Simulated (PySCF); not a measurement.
Isomers of C7H11N.

All values: CAM-B3LYP/def2-SVPD (PySCF) at GFN2-xTB geometries, gas phase, one conformer each. Core orbitals are frozen in the response; Δα² is half the sum of the squared differences of the principal polarisabilities.

Question: Rank by HOMO–LUMO gap, highest first.
A. `[C-:1]#[N+:2][CH:3]1[CH2:4][CH2:5][CH2:6][CH2:7][CH2:8]1` with N2–C3–C4–C5 180°, C3–C4–C5–C6 58°, C4–C5–C6–C7 -58°, C5–C6–C7–C8 57°
B. `[CH2:1]=[N:2][C:3]1=[CH:4][CH2:5][CH2:6][CH2:7][CH2:8]1` with C1–N2–C3–C4 -46°, C3–C4–C5–C6 -17°, C4–C5–C6–C7 48°, C5–C6–C7–C8 -65°, C6–C7–C8–C3 47°
C. `[CH3:1]/[N:2]=[CH:3]\[C@H:4]1[CH2:5][C:6]12[CH2:7][CH2:8]2` with N2–C3–C4–C5 148°
D. `[CH2:1]=[N:2][C@@H:3]1[CH2:4][C@@:5]12[CH2:6][C@H:7]2[CH3:8]` with C1–N2–C3–C4 -148°
E. `[CH2:1]=[C:2]1[CH2:3][CH2:4][C@H:5]1/[CH:6]=[N:7]\[CH3:8]` with C4–C5–C6–N7 -81°

Answer: A (11.12 eV), D (9.44 eV), C (9.21 eV), E (8.93 eV), B (7.94 eV).

Question: Rank by dipole moment, highest first.
A. `[CH2:1]=[C:2]1[CH2:3][CH2:4][C@H:5]1/[CH:6]=[N:7]\[CH3:8]` with C4–C5–C6–N7 -81°
B. `[CH2:1]=[N:2][C@@H:3]1[CH2:4][C@@:5]12[CH2:6][C@H:7]2[CH3:8]` with C1–N2–C3–C4 -148°
C. `[CH3:1]/[N:2]=[CH:3]\[C@H:4]1[CH2:5][C:6]12[CH2:7][CH2:8]2` with N2–C3–C4–C5 148°
D. `[C-:1]#[N+:2][CH:3]1[CH2:4][CH2:5][CH2:6][CH2:7][CH2:8]1` with N2–C3–C4–C5 180°, C3–C4–C5–C6 58°, C4–C5–C6–C7 -58°, C5–C6–C7–C8 57°
E. `[CH2:1]=[N:2][C:3]1=[CH:4][CH2:5][CH2:6][CH2:7][CH2:8]1` with C1–N2–C3–C4 -46°, C3–C4–C5–C6 -17°, C4–C5–C6–C7 48°, C5–C6–C7–C8 -65°, C6–C7–C8–C3 47°

Answer: D (4.36 D), C (2.38 D), A (2.11 D), E (1.32 D), B (1.16 D).

All values together:

```tsv
SMILES	μ (D)	HOMO (eV)	LUMO (eV)	α (Å³)	Δα (Å³)
C=C1CC[C@H]1/C=N\C	2.11	-8.12	0.81	13.22	5.78
C=N[C@@H]1C[C@@]12C[C@H]2C	1.16	-8.59	0.84	13.21	4.08
[C-]#[N+]C1CCCCC1	4.36	-9.95	1.17	12.33	4.02
C=NC1=CCCCC1	1.32	-7.66	0.27	13.23	5.74
C/N=C\[C@H]1CC12CC2	2.38	-8.11	1.10	13.16	5.14
```

Conformers: `[CH2:1]=[C:2]1[CH2:3][CH2:4][C@H:5]1/[CH:6]=[N:7]\[CH3:8]` with C4–C5–C6–N7 -81°; `[CH2:1]=[N:2][C@@H:3]1[CH2:4][C@@:5]12[CH2:6][C@H:7]2[CH3:8]` with C1–N2–C3–C4 -148°; `[C-:1]#[N+:2][CH:3]1[CH2:4][CH2:5][CH2:6][CH2:7][CH2:8]1` with N2–C3–C4–C5 180°, C3–C4–C5–C6 58°, C4–C5–C6–C7 -58°, C5–C6–C7–C8 57°; `[CH2:1]=[N:2][C:3]1=[CH:4][CH2:5][CH2:6][CH2:7][CH2:8]1` with C1–N2–C3–C4 -46°, C3–C4–C5–C6 -17°, C4–C5–C6–C7 48°, C5–C6–C7–C8 -65°, C6–C7–C8–C3 47°; `[CH3:1]/[N:2]=[CH:3]\[C@H:4]1[CH2:5][C:6]12[CH2:7][CH2:8]2` with N2–C3–C4–C5 148°.
